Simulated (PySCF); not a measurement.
PySCF input for C₂H₄ClFSi, SMILES C=C[Si@H](F)Cl, PBE/pcSseg-1. Geometry optimised at B3LYP-D3(BJ)/def2-SVP. The structure was generated by enumeration; whether it is a known compound was not checked. Other conformers were not sampled.

```python
import numpy as np
from pyscf import gto, scf, dft
from pyscf.prop.nmr import rks as nmr

mol = gto.M(
    atom='''
    C    -2.49720859    0.02038848    0.33257183
    C    -1.33839806   -0.48096795    0.78272023
    Si    0.27977835    0.33291497    0.40864782
    F    -0.02525558    1.61881719   -0.53740225
    Cl    1.50769395   -0.96168231   -0.63666929
    H    -3.45964044   -0.45766913    0.54563074
    H    -2.52840535    0.93198796   -0.27342089
    H    -1.34791644   -1.40025182    1.38215383
    H     1.02920824    0.80784500    1.59281252
    ''',
    basis='pcSseg-1',
    charge=0,
    spin=0,
    max_memory=1600,
    verbose=3,
)
mf = dft.RKS(mol, xc='pbe')
mf.grids.level = 3
mf.conv_tol = 1e-10
mf.max_cycle = 100
mf.kernel()
n = nmr.NMR(mf)
n.verbose = 2
n.max_cycle_cphf = 60
sigma = n.kernel()
print('atom   isotropic/ppm   span/ppm')
for i, s in enumerate(sigma):
    w = np.linalg.eigvalsh((s + s.T) / 2)
    print(f'{mol.atom_symbol(i):2s}{i + 1:3d} {w.mean():14.3f} {w[2] - w[0]:11.3f}')
```

Program output:

```
converged SCF energy = -927.666172203111
atom   isotropic/ppm   span/ppm
C   1         33.836     254.660
C   2         41.513     223.891
Si  3        331.365      71.211
F   4        328.491     106.916
Cl  5        843.911     291.009
H   6         24.670       5.933
H   7         24.733       8.590
H   8         25.088       4.515
H   9         25.388       9.036
```

Self-consistency was reached.

Cost: about 14 core-seconds (a rough figure).
